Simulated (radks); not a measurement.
Results of a calculation; reference values are marked as such.
Isoelectronic series with 52 electrons, each ion in its NIST ground configuration. Level of theory: Dirac Kohn-Sham, PBE, spin-unpolarised, spherical densities, finite nucleus; open shells fill j = l - 1/2 first; Fermi nuclear charge, rms radius of each element as measured or else 0.836 A^(1/3) + 0.57 fm (a radial shooting solver on a logarithmic mesh with Libxc functionals). Total energies (hartree) and mean radii <r> (bohr) (* marks an orbital that is empty in some or all of the ions):

| ion | configuration | E (hartree) | 5p3/2* | 5p1/2* | 5s1/2* | 4d5/2 |
|---|---|---|---|---|---|---|
| Te | [Kr] 4d10 5s2 5p4 | -6796.61316 | 2.723 | 2.591 | 2.089 | 0.9774 |
| I+ | [Kr] 4d10 5s2 5p4 | -7118.40855 | 2.359 | 2.263 | 1.924 | 0.9253 |
| Xe2+ | [Kr] 4d10 5s2 5p4 | -7448.78021 | 2.119 | 2.040 | 1.788 | 0.8793 |
| Cs3+ | [Kr] 4d10 5s2 5p4 | -7787.7597 | 1.940 | 1.871 | 1.673 | 0.8382 |
| Ba4+ | [Kr] 4d10 5s2 5p4 | -8135.3805 | 1.799 | 1.737 | 1.576 | 0.8013 |
| La5+ | [Kr] 4d10 5s2 5p4 | -8491.6900 | 1.682 | 1.625 | 1.491 | 0.7679 |
| Ce6+ | [Kr] 4d10 5s2 5p4 | -8856.7340 | 1.584 | 1.530 | 1.416 | 0.7374 |
| Pr7+ | [Kr] 4d10 4f1 5s2 5p3 | -9230.4461 | 1.521 | 1.469 | 1.367 | 0.7161 |
| Nd8+ | [Kr] 4d10 4f2 5s2 5p2 | -9613.3532 | 1.464 | 1.414 | 1.321 | 0.6963 |
| Pm9+ | [Kr] 4d10 4f3 5s2 5p1 | -10005.3563 | 1.412 | 1.362 | 1.278 | 0.6777 |
| Sm10+ | [Kr] 4d10 4f4 5s2 | -10406.6962 | 1.363 | 1.315 | 1.238 | 0.6601 |
| Eu11+ | [Kr] 4d10 4f4 5s2 | -10817.4525 | 1.304 | 1.257 | 1.189 | 0.6388 |
| Gd12+ | [Kr] 4d10 4f4 5s2 | -11237.4055 | 1.251 | 1.205 | 1.144 | 0.6188 |
| Tb13+ | [Kr] 4d10 4f4 5s2 | -11666.6727 | 1.202 | 1.157 | 1.103 | 0.6000 |
| Dy14+ | [Kr] 4d10 4f4 5s2 | -12105.1960 | 1.157 | 1.113 | 1.064 | 0.5824 |
| Ho15+ | [Kr] 4d10 4f4 5s2 | -12553.1974 | 1.116 | 1.073 | 1.028 | 0.5657 |
| Er16+ | [Kr] 4d10 4f6 | -13011.3901 | 1.095 | 1.052 | 1.010 | 0.5577 |
| Tm17+ | [Kr] 4d10 4f6 | -13479.0870 | 1.058 | 1.016 | 0.9776 | 0.5426 |
| Yb18+ | [Kr] 4d10 4f6 | -13956.4318 | 1.024 | 0.9824 | 0.9475 | 0.5282 |
